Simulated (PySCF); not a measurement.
PySCF input (BP86/def2-TZVPD):

```python
from pyscf import gto, scf, dft

mol = gto.M(
    atom='''
    F    -0.00000000   -0.00000000   -2.39460935
    Be   -0.00000000   -0.00000000   -1.02112806
    Be    0.00000000    0.00000000    1.02112806
    F     0.00000000    0.00000000    2.39460935
    ''',
    basis='def2-tzvpd',
    charge=0,
    spin=0,
    verbose=4,
)

mf = dft.RKS(mol, xc='bp86').density_fit(auxbasis='def2-universal-jkfit')
mf.grids.level = 3
mf.conv_tol = 1e-9
mf.max_cycle = 100
mf.max_memory = 1500
mf.kernel()
if not mf.converged:
    mf = mf.newton()
    mf.kernel(mf.make_rdm1())
mf.analyze()
```

Output:

```
PySCF version 2.14.0

[INPUT] verbose = 4
[INPUT] num. atoms = 4
[INPUT] num. electrons = 26
[INPUT] charge = 0
[INPUT] spin (= nelec alpha-beta = 2S) = 0
[INPUT] symmetry False subgroup None
[INPUT] Mole.unit = angstrom
[INPUT] Symbol           X                Y                Z      unit          X                Y                Z       unit  Magmom
[INPUT]  1 F      0.000000000000   0.000000000000  -2.394609350000 AA    0.000000000000   0.000000000000  -4.525155846823 Bohr   0.0
[INPUT]  2 Be     0.000000000000   0.000000000000  -1.021128060000 AA    0.000000000000   0.000000000000  -1.929652371508 Bohr   0.0
[INPUT]  3 Be     0.000000000000   0.000000000000   1.021128060000 AA    0.000000000000   0.000000000000   1.929652371508 Bohr   0.0
[INPUT]  4 F      0.000000000000   0.000000000000   2.394609350000 AA    0.000000000000   0.000000000000   4.525155846823 Bohr   0.0

nuclear repulsion = 51.9905505748386
number of shells = 48
number of NR pGTOs = 172
number of NR cGTOs = 124
basis = def2-tzvpd
ecp = {}

******** <class 'pyscf.df.df_jk.DFRKS'> ********
method = DFRKS
initial guess = minao
damping factor = 0
level_shift factor = 0
DIIS = <class 'pyscf.scf.diis.CDIIS'>
diis_start_cycle = 1
diis_space = 8
diis_damp = 0
SCF conv_tol = 1e-09
SCF conv_tol_grad = None
SCF max_cycles = 100
direct_scf = False
XC library pyscf.dft.libxc version 7.1.2
    S. Lehtola, C. Steigemann, M. J. T. Oliveira, and M. A. L. Marques,  SoftwareX 7, 1–5 (2018)
XC functionals = bp86
    A. D. Becke,  Phys. Rev. A 38, 3098 (1988)
    J. P. Perdew,  Phys. Rev. B 33, 8822 (1986)
    J. P. Perdew,  Phys. Rev. B 34, 7406–7406 (1986)
radial grids:
    Treutler-Ahlrichs [JCP 102, 346 (1995); DOI:10.1063/1.469408] (M4) radial grids

becke partition: Becke, JCP 88, 2547 (1988); DOI:10.1063/1.454033
pruning grids: <function nwchem_prune>
grids dens level: 3
symmetrized grids: False
atomic radii adjust function: <function treutler_atomic_radii_adjust>
small_rho_cutoff = 0
Set gradient conv threshold to 3.16228e-05
Initial guess from minao.
tot grids = 55968
init E= -229.458797421513
  HOMO = -0.294604130854516  LUMO = -0.111835654679593  gap/eV = 4.97338
cycle= 1 E= -229.279315237995  delta_E= 0.179  |g|= 0.892  |ddm|= 2.61
  HOMO = -0.206550008650497  LUMO = -0.0642510863252736  gap/eV = 3.87215
cycle= 2 E= -228.209226690668  delta_E= 1.07  |g|= 2.68  |ddm|= 1.62
  HOMO = -0.243372006633656  LUMO = -0.0718117704475664  gap/eV = 4.66839
cycle= 3 E= -229.405053889168  delta_E= -1.2  |g|= 0.0784  |ddm|= 1.32
  HOMO = -0.275921153593913  LUMO = -0.0912910081139075  gap/eV = 5.02404
cycle= 4 E= -229.406845563914  delta_E= -0.00179  |g|= 0.047  |ddm|= 0.187
  HOMO = -0.267052591149643  LUMO = -0.0858603379398226  gap/eV = 4.93049
cycle= 5 E= -229.407319263401  delta_E= -0.000474  |g|= 0.0101  |ddm|= 0.0569
  HOMO = -0.267124759565938  LUMO = -0.0860309209374085  gap/eV = 4.92781
cycle= 6 E= -229.407335544961  delta_E= -1.63e-05  |g|= 0.000711  |ddm|= 0.00451
  HOMO = -0.267283165789529  LUMO = -0.0861311018915456  gap/eV = 4.92940
cycle= 7 E= -229.407335633269  delta_E= -8.83e-08  |g|= 5.07e-05  |ddm|= 0.000656
  HOMO = -0.267272652208192  LUMO = -0.0861254707264813  gap/eV = 4.92927
cycle= 8 E= -229.407335633791  delta_E= -5.23e-10  |g|= 2.71e-06  |ddm|= 6.58e-05
  HOMO = -0.267273854659244  LUMO = -0.086126268895669  gap/eV = 4.92928
Extra cycle  E= -229.40733563379  delta_E= 1.08e-12  |g|= 3.45e-06  |ddm|= 1.18e-05
converged SCF energy = -229.40733563379
**** SCF Summaries ****
Total Energy =                        -229.407335633790410
Nuclear Repulsion Energy =              51.990550574838608
One-electron Energy =                 -421.677889070462300
Two-electron Energy =                  140.280002861833282
Two-electron Coulomb Energy =          167.010584017241854
DFT Exchange-Correlation Energy =      -26.730581155408579
HOMO-LUMO gap [eV] =                     4.929276882803699
**** MO energy ****
MO #1   energy= -24.2657430507556  occ= 2
MO #2   energy= -24.2657399325199  occ= 2
MO #3   energy= -3.86947995993589  occ= 2
MO #4   energy= -3.86923364174143  occ= 2
MO #5   energy= -1.06754228751167  occ= 2
MO #6   energy= -1.06739688328548  occ= 2
MO #7   energy= -0.414168060793506 occ= 2
MO #8   energy= -0.413342628485523 occ= 2
MO #9   energy= -0.371394413959507 occ= 2
MO #10  energy= -0.371394413959399 occ= 2
MO #11  energy= -0.369867382813081 occ= 2
MO #12  energy= -0.369867382813068 occ= 2
MO #13  energy= -0.267273854659244 occ= 2
MO #14  energy= -0.086126268895669 occ= 0
MO #15  energy= -0.0861262688956019 occ= 0
MO #16  energy= -0.0194067648547422 occ= 0
MO #17  energy= -0.000207361286135726 occ= 0
MO #18  energy= 0.0380949406642864 occ= 0
MO #19  energy= 0.0380949406642971 occ= 0
MO #20  energy= 0.0401100004680203 occ= 0
MO #21  energy= 0.0401100004680418 occ= 0
MO #22  energy= 0.0427054200390999 occ= 0
MO #23  energy= 0.053281321135956  occ= 0
MO #24  energy= 0.0842369378853985 occ= 0
MO #25  energy= 0.0842369378854617 occ= 0
MO #26  energy= 0.124644063251944  occ= 0
MO #27  energy= 0.143517582342254  occ= 0
MO #28  energy= 0.155794558946611  occ= 0
MO #29  energy= 0.155794558946657  occ= 0
MO #30  energy= 0.159050978952668  occ= 0
MO #31  energy= 0.188152850372168  occ= 0
MO #32  energy= 0.202386334540241  occ= 0
MO #33  energy= 0.202386334540257  occ= 0
MO #34  energy= 0.24581126403258   occ= 0
MO #35  energy= 0.245811264032583  occ= 0
MO #36  energy= 0.249026166205036  occ= 0
MO #37  energy= 0.265453437759906  occ= 0
MO #38  energy= 0.265453447574332  occ= 0
MO #39  energy= 0.288978688414068  occ= 0
MO #40  energy= 0.306094168959922  occ= 0
MO #41  energy= 0.30609416895994   occ= 0
MO #42  energy= 0.359452279651308  occ= 0
MO #43  energy= 0.359452334046174  occ= 0
MO #44  energy= 0.381065175323012  occ= 0
MO #45  energy= 0.450825770266405  occ= 0
MO #46  energy= 0.450825770266434  occ= 0
MO #47  energy= 0.457763534720458  occ= 0
MO #48  energy= 0.460989792928939  occ= 0
MO #49  energy= 0.46101172354909   occ= 0
MO #50  energy= 0.504756905092083  occ= 0
MO #51  energy= 0.504757108883867  occ= 0
MO #52  energy= 0.628404930502834  occ= 0
MO #53  energy= 0.628405042495583  occ= 0
MO #54  energy= 0.651677029532648  occ= 0
MO #55  energy= 0.652879445958944  occ= 0
MO #56  energy= 0.652879445958956  occ= 0
MO #57  energy= 0.654790931401718  occ= 0
MO #58  energy= 0.67758890756602   occ= 0
MO #59  energy= 0.677588907566038  occ= 0
MO #60  energy= 0.685016995171057  occ= 0
MO #61  energy= 0.744228607749631  occ= 0
MO #62  energy= 0.744228607749662  occ= 0
MO #63  energy= 0.962991949944901  occ= 0
MO #64  energy= 0.962991949944957  occ= 0
MO #65  energy= 0.973933374869125  occ= 0
MO #66  energy= 1.14102260982807   occ= 0
MO #67  energy= 1.15231596086455   occ= 0
MO #68  energy= 1.18412970657427   occ= 0
MO #69  energy= 1.26044210510283   occ= 0
MO #70  energy= 1.26044210510299   occ= 0
MO #71  energy= 1.32317736484956   occ= 0
MO #72  energy= 1.43368285398498   occ= 0
MO #73  energy= 2.14243089538831   occ= 0
MO #74  energy= 2.14243138154902   occ= 0
MO #75  energy= 2.14371404659512   occ= 0
MO #76  energy= 2.14371404659514   occ= 0
MO #77  energy= 2.14553497841067   occ= 0
MO #78  energy= 2.14553550633654   occ= 0
MO #79  energy= 2.25682447332673   occ= 0
MO #80  energy= 2.25682447332677   occ= 0
MO #81  energy= 2.55781075964326   occ= 0
MO #82  energy= 2.56306057716728   occ= 0
MO #83  energy= 3.22048371851118   occ= 0
MO #84  energy= 3.2204837185112    occ= 0
MO #85  energy= 3.29917718498563   occ= 0
MO #86  energy= 3.29917718498571   occ= 0
MO #87  energy= 3.39766816797196   occ= 0
MO #88  energy= 3.61540931105586   occ= 0
MO #89  energy= 4.1057705847404    occ= 0
MO #90  energy= 4.16220663241903   occ= 0
MO #91  energy= 5.39852025314928   occ= 0
MO #92  energy= 5.39852025314934   occ= 0
MO #93  energy= 5.48829667411183   occ= 0
MO #94  energy= 5.48829667411186   occ= 0
MO #95  energy= 6.25240806790576   occ= 0
MO #96  energy= 6.3254834359978    occ= 0
MO #97  energy= 6.71306648682273   occ= 0
MO #98  energy= 6.71308501480946   occ= 0
MO #99  energy= 6.71855370817582   occ= 0
MO #100 energy= 6.71857251064232   occ= 0
MO #101 energy= 6.73086363046731   occ= 0
MO #102 energy= 6.73086363046733   occ= 0
MO #103 energy= 6.73086365541545   occ= 0
MO #104 energy= 6.73086365541548   occ= 0
MO #105 energy= 6.76988164915203   occ= 0
MO #106 energy= 6.76988164915208   occ= 0
MO #107 energy= 6.80058217838718   occ= 0
MO #108 energy= 6.80058217838724   occ= 0
MO #109 energy= 6.99664119316922   occ= 0
MO #110 energy= 7.07195283160803   occ= 0
MO #111 energy= 7.47850571260459   occ= 0
MO #112 energy= 8.13521256801243   occ= 0
MO #113 energy= 8.27311354095575   occ= 0
MO #114 energy= 8.2733609935454    occ= 0
MO #115 energy= 8.27489921681944   occ= 0
MO #116 energy= 8.27514705429564   occ= 0
MO #117 energy= 8.28597351516153   occ= 0
MO #118 energy= 8.28597351516154   occ= 0
MO #119 energy= 8.34590685861417   occ= 0
MO #120 energy= 8.34590685861419   occ= 0
MO #121 energy= 8.6016230263679    occ= 0
MO #122 energy= 8.65074950341048   occ= 0
MO #123 energy= 56.6162267833065   occ= 0
MO #124 energy= 56.6882693666543   occ= 0
 ** Mulliken pop on meta-lowdin orthogonal AOs  **
 ** Mulliken pop  **
pop of  0 F 1s            1.99996
pop of  0 F 2s            1.94300
pop of  0 F 3s            0.02147
pop of  0 F 4s            0.00195
pop of  0 F 5s            0.00057
pop of  0 F 6s            0.00074
pop of  0 F 2px           1.95046
pop of  0 F 2py           1.95046
pop of  0 F 2pz           1.91620
pop of  0 F 3px           0.00646
pop of  0 F 3py           0.00646
pop of  0 F 3pz           0.00070
pop of  0 F 4px           0.00003
pop of  0 F 4py           0.00003
pop of  0 F 4pz           0.00817
pop of  0 F 5px           0.00063
pop of  0 F 5py           0.00063
pop of  0 F 5pz           0.00248
pop of  0 F 3dxy          0.00000
pop of  0 F 3dyz          0.00352
pop of  0 F 3dz^2         0.00613
pop of  0 F 3dxz          0.00352
pop of  0 F 3dx2-y2       0.00000
pop of  0 F 4dxy          0.00000
pop of  0 F 4dyz          0.00284
pop of  0 F 4dz^2         0.00126
pop of  0 F 4dxz          0.00284
pop of  0 F 4dx2-y2       0.00000
pop of  0 F 5dxy          0.00000
pop of  0 F 5dyz          0.00193
pop of  0 F 5dz^2         0.00418
pop of  0 F 5dxz          0.00193
pop of  0 F 5dx2-y2       0.00000
pop of  0 F 4f-3          0.00000
pop of  0 F 4f-2          0.00000
pop of  0 F 4f-1          0.00007
pop of  0 F 4f+0          0.00026
pop of  0 F 4f+1          0.00007
pop of  0 F 4f+2          0.00000
pop of  0 F 4f+3          0.00000
pop of  1 Be 1s           1.99972
pop of  1 Be 2s           0.95565
pop of  1 Be 3s           0.00485
pop of  1 Be 4s           0.00105
pop of  1 Be 5s           0.00150
pop of  1 Be 2px          0.02605
pop of  1 Be 2py          0.02605
pop of  1 Be 2pz          0.08340
pop of  1 Be 3px          0.00453
pop of  1 Be 3py          0.00453
pop of  1 Be 3pz          0.02886
pop of  1 Be 4px          0.00002
pop of  1 Be 4py          0.00002
pop of  1 Be 4pz          0.00136
pop of  1 Be 5px          0.00118
pop of  1 Be 5py          0.00118
pop of  1 Be 5pz          0.00389
pop of  1 Be 3dxy         0.00000
pop of  1 Be 3dyz         0.00226
pop of  1 Be 3dz^2        0.01263
pop of  1 Be 3dxz         0.00226
pop of  1 Be 3dx2-y2      0.00000
pop of  2 Be 1s           1.99972
pop of  2 Be 2s           0.95565
pop of  2 Be 3s           0.00485
pop of  2 Be 4s           0.00105
pop of  2 Be 5s           0.00150
pop of  2 Be 2px          0.02605
pop of  2 Be 2py          0.02605
pop of  2 Be 2pz          0.08340
pop of  2 Be 3px          0.00453
pop of  2 Be 3py          0.00453
pop of  2 Be 3pz          0.02886
pop of  2 Be 4px          0.00002
pop of  2 Be 4py          0.00002
pop of  2 Be 4pz          0.00136
pop of  2 Be 5px          0.00118
pop of  2 Be 5py          0.00118
pop of  2 Be 5pz          0.00389
pop of  2 Be 3dxy         0.00000
pop of  2 Be 3dyz         0.00226
pop of  2 Be 3dz^2        0.01263
pop of  2 Be 3dxz         0.00226
pop of  2 Be 3dx2-y2      0.00000
pop of  3 F 1s            1.99996
pop of  3 F 2s            1.94300
pop of  3 F 3s            0.02147
pop of  3 F 4s            0.00195
pop of  3 F 5s            0.00057
pop of  3 F 6s            0.00074
pop of  3 F 2px           1.95046
pop of  3 F 2py           1.95046
pop of  3 F 2pz           1.91620
pop of  3 F 3px           0.00646
pop of  3 F 3py           0.00646
pop of  3 F 3pz           0.00070
pop of  3 F 4px           0.00003
pop of  3 F 4py           0.00003
pop of  3 F 4pz           0.00817
pop of  3 F 5px           0.00063
pop of  3 F 5py           0.00063
pop of  3 F 5pz           0.00248
pop of  3 F 3dxy          0.00000
pop of  3 F 3dyz          0.00352
pop of  3 F 3dz^2         0.00613
pop of  3 F 3dxz          0.00352
pop of  3 F 3dx2-y2       0.00000
pop of  3 F 4dxy          0.00000
pop of  3 F 4dyz          0.00284
pop of  3 F 4dz^2         0.00126
pop of  3 F 4dxz          0.00284
pop of  3 F 4dx2-y2       0.00000
pop of  3 F 5dxy          0.00000
pop of  3 F 5dyz          0.00193
pop of  3 F 5dz^2         0.00418
pop of  3 F 5dxz          0.00193
pop of  3 F 5dx2-y2       0.00000
pop of  3 F 4f-3          0.00000
pop of  3 F 4f-2          0.00000
pop of  3 F 4f-1          0.00007
pop of  3 F 4f+0          0.00026
pop of  3 F 4f+1          0.00007
pop of  3 F 4f+2          0.00000
pop of  3 F 4f+3          0.00000
 ** Mulliken atomic charges  **
charge of    0F =     -0.83898
charge of    1Be =      0.83898
charge of    2Be =      0.83898
charge of    3F =     -0.83898
Dipole moment(X, Y, Z, Debye):  0.00000,  0.00000,  0.00000
```
